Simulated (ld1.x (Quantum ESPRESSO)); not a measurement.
Tm: one change to a TM potential, before and after

thulium (Tm), norm-conserving Troullier–Martins (Kleinman–Bylander form), made with ld1.x (Quantum ESPRESSO) 7.5 (PBEsol, fully relativistic). Core [Xe], reference 4f13 5d0 6s1.75 6p0.25. Waves: 6s (bound): rc 2.30 bohr; 6p (bound): rc 3.60 bohr; 4f (bound): rc 1.30 bohr; 5d (bound, empty): rc 3.35 bohr. Local part: the d channel. Core correction: none.

Open shells are filled in proportion to 2j + 1 (rel_dist='average').

Change: all radii scaled by about 1.24 (s 2.84, p 4.46, d 4.14, f 1.60 bohr).

Cutoffs: the cutoffs (Ry, on a coarse ladder) from which the occupation-weighted sum of valence levels, in a spherical-Bessel basis at the reference potential, stays within 10 and 1 mRy of its value at 400 Ry; they do not see the model core or the augmentation charge, which bear on the density cutoff. Errors are all-electron minus pseudo energies relative to the spin-unpolarised reference configuration.

Task: How do hardness, ghosts and transferability respond?

Result: Both files keep a bound ghost (s); the number of tests that count goes from 7 to 6; of the 6 tests that both files solve, the error grows in 1 and shrinks in 3 by more than 15 % and 0.3 meV (median size 126.3 → 55.1 meV).

```csv
quantity,base,changed
"cutoff, loose",260 Ry,200 Ry
"cutoff, tight",over 300 Ry,300 Ry
loose cutoff by channel (10 mRy a level),"s 12 Ry, p 6 Ry, f 230 Ry","s 6 Ry, p 6 Ry, f 160 Ry"
bound ghosts,s,s
"tests counted (converged, no solver errors)",7 of 7,6 of 7
"error for 4f13 5d0 6s2 6p0, meV [ΔE -0.70 eV]",+0.2,-0.2
"error for 4f13 5d0 6s0 6p0, meV [ΔE 17.76 eV]",+190,+183
"error for 4f13 5d0 6s0 6p1, meV [ΔE 9.44 eV]",+183,+71
"error for 4f12 5d0 6s0 6p0, meV [ΔE 44.13 eV]",-902,-585
"error for 4f13 5d1 6s1 6p0, meV [ΔE 2.40 eV]",+15,+22
"error for 4f13 5d0 6s0 6p2, meV [ΔE 5.19 eV]",+70,+39
```

Base: These tests converged, but a pseudo level misses the all-electron one widely, so the file describes the atom poorly there or has found another state: 4f13 5d0 6s0 6p0: empty 6p by 2.2 eV (a node warning on the way); 4f12 5d0 6s0 6p0: 4f by 2.5 eV. ld1.x printed “convergence not achieved” for 3 of the counted tests; their residual had stalled under 1e-8, short of the target of 1e-14. Changed file: Tests not counted: 4f13 5d0 6s1 6p0 (solver errors, printed error -912 meV). These tests converged, but a pseudo level misses the all-electron one widely, so the file describes the atom poorly there or has found another state: 4f13 5d0 6s0 6p0: empty 6s by 3.9 eV; 4f12 5d0 6s0 6p0: empty 6p by 4.1 eV. ld1.x printed “convergence not achieved” for 2 of the counted tests; their residual had stalled under 1e-8, short of the target of 1e-14. A true bound ghost makes a file unfit for plane-wave use even where its test errors are small: the radial tests pick states by their node count and pass the ghost by.
